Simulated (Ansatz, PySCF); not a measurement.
CH3Be, SMILES [Be][CH3], multiplicity 2. Atoms are numbered in the order given.

```xyz
5

Be     0.0000     0.0000    -1.2566
C      0.0000     0.0000     0.4272
H      0.8831     0.5099     0.8288
H      0.0000    -1.0197     0.8288
H     -0.8831     0.5099     0.8288
```
Charge 0, spin multiplicity 2.

The structure is a stationary point at PBE0-D3(BJ)/def2-TZVPD. The spin state was assumed, not searched. The isomer is the one that the SMILES or the coordinates give; other isomers of the formula were not compared.

Two levels are set side by side: PBE-D3(BJ)/def2-TZVPD (PySCF) and PBE0-D3(BJ)/def2-TZVPD (Ansatz, an electronic-structure program). Each level has its own optimised geometry; the coordinates shown are those of the second. Frequencies come from the Hessian of PySCF at each geometry. Differences are taken from unrounded values.

```tsv
quantity	PBE0-D3(BJ)	PBE-D3(BJ)	PBE-D3(BJ) minus PBE0-D3(BJ)
mean bond length (Å)	1.243	1.249	0.006
bond Be1–C2 (Å)	1.684	1.688	0.004
bond C2–H3 (Å)	1.096	1.103	0.007
bond C2–H4 (Å)	1.096	1.103	0.007
bond C2–H5 (Å)	1.096	1.103	0.007
highest harmonic wavenumber (cm⁻¹)	3102	3022	-81
mean harmonic wavenumber (cm⁻¹)	1697	1650	-48
zero-point energy (kcal/mol)	21.84	21.23	-0.61
```

GGA bonds tend to be longer and softer than those of functionals with exact exchange. Differences between two approximate levels are no errors against the true value.
